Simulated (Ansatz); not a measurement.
C6H11ClO2 (`CCOC(=O)CCCCl`), relaxed with RKS PBE0-D4/def2-TZVP in Ansatz from a GFN2-xTB geometry. The force threshold is 0.005 eV/Å; the program also tests the step.

The species carries charge 0 and has multiplicity 1.

Start:

```xyz
20

C    -2.008   -1.743   -1.900
C    -2.233   -0.947   -0.623
O    -1.078   -0.969    0.220
C    -0.105   -0.096   -0.049
O    -0.145    0.709   -0.943
C     1.039   -0.264    0.928
C     2.137    0.775    0.722
C     1.688    2.175    1.107
Cl    1.317    2.270    2.851
H    -1.223   -1.280   -2.494
H    -1.717   -2.763   -1.662
H    -2.925   -1.761   -2.482
H    -3.029   -1.386   -0.019
H    -2.476    0.093   -0.863
H     0.634   -0.198    1.940
H     1.437   -1.272    0.801
H     2.417    0.799   -0.333
H     3.013    0.497    1.310
H     0.783    2.455    0.571
H     2.474    2.906    0.917
```

(1) By how much does the energy fall, and how many steps does the optimiser take? (An estimate is asked.)

(2) Which bonds change most? (Best estimate.)

(3) Give the relaxed structure. (Estimate.)

Results:

(1) Computed: 0.43 kcal/mol, in 12 steps, 1 of them rejected.

(2) Computed: C1–C2 from 1.522 to 1.509 Å; C6–C7 from 1.526 to 1.516 Å; C4–C6 from 1.514 to 1.504 Å; C7–C8 from 1.520 to 1.512 Å.

(3) The calculation gave: 
```xyz
20

C    -2.023   -1.766   -1.871
C    -2.230   -0.925   -0.636
O    -1.080   -0.958    0.221
C    -0.096   -0.100   -0.064
O    -0.136    0.692   -0.970
C     1.056   -0.269    0.888
C     2.125    0.794    0.731
C     1.685    2.183    1.133
Cl    1.252    2.273    2.869
H    -1.221   -1.357   -2.487
H    -1.776   -2.795   -1.603
H    -2.938   -1.778   -2.467
H    -3.040   -1.315   -0.019
H    -2.445    0.113   -0.897
H     0.663   -0.290    1.907
H     1.474   -1.265    0.709
H     2.435    0.847   -0.317
H     3.003    0.510    1.318
H     0.807    2.501    0.574
H     2.485    2.906    0.982
```
